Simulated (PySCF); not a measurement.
Compound: LiI.
Cartesian coordinates in Å at the PBE0-D3(BJ)/def2-SVP level; atoms count from 1:
```
atom  x, y, z in Å
Li1    1.2007   -0.0277    0.0009
I2    -1.1832   -0.0012   -0.0130
```

Method: PBE0-D3(BJ)/def2-SVP geometry optimisation, gas phase, def2 core potentials past Kr in PySCF 2.14.0.

Masses are those of the commonest isotopes; rigid-rotor values at the optimised geometry. 

Task: What are the moment of inertia and the rotational constant?

Result: I = 37.791 u·Å², B = 505379 MHz·u·Å²/I = 13373 MHz (0.4461 cm⁻¹, or 0.642 K as hB/k). For two atoms I = μr² with μ = 6.6484 u and r = 2.3842 Å.

Task: List the first levels of a rigid rotor in a Σ state.

Result: E(J) = BJ(J+1): J = 1: 0.892, J = 2: 2.676, J = 3: 5.353, J = 4: 8.921, J = 5: 13.382, J = 6: 18.735 cm⁻¹.

Task: Where do the first rotational lines fall?

Result: The dipole is 7.31 D; J+1 ← J lies at 2B(J+1): 1 ← 0 at 26.75 GHz, 2 ← 1 at 53.49 GHz, 3 ← 2 at 80.24 GHz, 4 ← 3 at 106.98 GHz, 5 ← 4 at 133.73 GHz, 6 ← 5 at 160.47 GHz.

Task: Estimate the classical rotational partition function at 25 K, 50 K and 200 K.

Result: Point group C∞v, symmetry number σ = 1; q = kT/(σhB), k/h = 20836.6 MHz/K: 39.0 at 25 K, 77.9 at 50 K, 312 at 200 K.

PBE0-D3(BJ)/def2-SVP frequencies: not computed here. These are rigid-rotor constants of the computed structure; measured ground-state constants (B0) also hold zero-point vibration.

The run took 1.9 s of wall time on one thread, Intel Xeon Platinum 8488C (x86_64), no GPU, shared host with 192 logical CPUs at a one-minute load of 32, and the process peaked at 0.25 GiB of memory. These figures are those of the optimisation.
